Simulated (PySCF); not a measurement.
C₃H₆, SMILES C1CC1.

Geometry: PBE0-D3(BJ)/def2-TZVP.

Two levels are set side by side: PBE/def2-TZVPD (PySCF) and HF/def2-TZVPD (PySCF). Same geometry, gas phase. Differences are taken from unrounded values.

```csv
quantity,HF
orbital gap (eV),13.74
highest occupied level (eV),-11.45
lowest empty level (eV),2.29
mean polarisability (bohr³),34.6
```

Task: What does PBE give, and how far is it from HF? (An estimate is asked for; the answer gives what the named calculation found.)

Result: 
| quantity | PBE | PBE minus HF |
|---|---|---|
| orbital gap (eV) | 7.13 | -6.60 |
| highest occupied level (eV) | -7.08 | 4.37 |
| lowest empty level (eV) | 0.05 | -2.23 |
| mean polarisability (bohr³) | 37.3 | 2.7 |

PBE's occupied levels lie high since its potential decays too fast outside the molecule; exact exchange lowers them and widens the gap. Loosely held outer electrons make PBE densities more polarisable. Differences between two approximate levels are no errors against the true value.

Rough cost on one machine, each run with all the roots and properties that it gave: HF against PBE about 1/3.
